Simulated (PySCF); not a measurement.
Bonds (- single, = double, # triple, : aromatic): C1=C2, C2-C3, C3:C4, C4:N5, N5:C6, C6:N7, N7-Si8, N7:C3. C1 carries H9, H10; C2 carries H11; C4 carries H12; C6 carries H13; Si8 carries H14, H15, H16. H10 is cis to C3; H9 is trans to C3.

[PySCF 2.14.0 with density-fitted response routines: geometry: PBE0-D3(BJ)/def2-SVP; KT3/pcSseg-1 with gauge-including orbitals; equivalent nuclei averaged; no relativistic terms; no solvent; one computed conformer]

Chemical shifts δ = σref − σ; 13C (σ = 182.31 ppm), 1H (σ = 31.32 ppm), 29Si (σ = 365.51 ppm) vs TMS; 15N (σ = 262.01 ppm) against NH3, all at this level.

```
      atoms  nucleus  count  δ (ppm)
H14/H15/H16       1H      3        ?
         C4      13C      1    123.2
        H13       1H      1     6.99
        Si8     29Si      1        ?
         H9       1H      1     5.10
        H11       1H      1     6.34
         N7      15N      1    167.2
         C2      13C      1    118.6
         C3      13C      1        ?
         C1      13C      1    105.5
         N5      15N      1        ?
        H12       1H      1     7.57
        H10       1H      1     5.67
         C6      13C      1    132.1
```

**Question.** Fill in the missing shifts.

**Answer.** 
- C3: 128.8 ppm, substituted aromatic carbon next to a ring nitrogen
- H14/H15/H16: 4.80 ppm, hydrogen on a silicon bonded to N
- N5: 289.8 ppm, pyridine-type nitrogen of an azole
- Si8: -55.2 ppm, silicon bonded to N, 3 H

Shifts are as computed, not scaled to solution data. Of 1313 compounds with measured shifts, 239 miss one by over three times the rms of a fit or turn the order of signals round; such compounds aren't used in these exercises. Experimental scales use liquid or dissolved standards, which lie at an offset from isolated NH3 (liquid NH3: subtract about 20 ppm). Unscaled 15N shifts of sp2 nitrogen come out 20 to 40 ppm too high even then.
